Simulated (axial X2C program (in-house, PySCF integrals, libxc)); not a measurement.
Correcting the dissociation energy of RbS⁺ for spin–orbit coupling

A spin-free CCSD(T) curve (one-electron X2C) was computed with an in-house all-electron X2C program for linear molecules (integrals from PySCF), basis Rb dyall-cv3z [12s13p8d4f1g], S dyall-av3z [9s8p3d2f] (cores contracted in-house), for the state M_S = 1, Λ = 0 (beyond evenly filled blocks: π+α, π-α). It gives D0 = 0.270 eV to Rb+ + S, which in a spin-free picture are the weighted means of the ground terms.

Correlated methods: 14 electrons correlated (number of frozen shells: Rb 3 s, 2 p, 1 d; S 2 s, 1 p), 262 virtual spin orbitals or spinors in MP2, 90 natural virtuals in coupled cluster.

Measured levels of the ground terms (NIST Handbook of Basic Atomic Spectroscopic Data), in cm⁻¹: Rb+ 1S: J = 0 at 0; S 3P: J = 2 at 0, J = 1 at 396.1, J = 0 at 573.6.

The molecular state has Λ = 0, so it has no first-order lowering.

(1) How far does each ground level lie under the (2J+1)-weighted mean of its term?

(2) Correct D0.

Second-order spin–orbit effects in the molecule, which grow quickly with Z, are left out. The state is one determinant whose occupation by symmetry is held fixed; it was picked as the lowest of a PBE0 search that is not exhaustive. De is counted from the lowest determinant-based energies of the atoms at the same level, without counterpoise correction. Coupled cluster ran in a truncated set of natural virtual spinors; the MP2 energy of the rest was added. (T) has no such correction and the atoms are truncated less, which lowers De at CCSD(T) by a hundredth of an eV or more. Other states lie close and PBE0, whose exact exchange favours high spin, may order them wrongly; the determinant shown need not be the ground state. The nearest other spin-free determinant of the search, M_S = 1, Λ = 1, lies 0.37 eV up at the distance of the search.

## Answers

(1) Rb+: a single level, 0; S: (5 × 0 + 3 × 396.1 + 1 × 573.6)/9 = 196 cm⁻¹.

(2) D0 = 0.270 + (0 − 196)/8065.5 = 0.246 eV at CCSD(T) with these spin–orbit terms. The direct two-component run gives 0.248 eV; the difference holds second-order terms in the molecule, scalar two-electron terms, the gap between measured and computed atomic splittings (a 2c atom can miss part of its lowering) and, in coupled cluster, the truncation of each run.
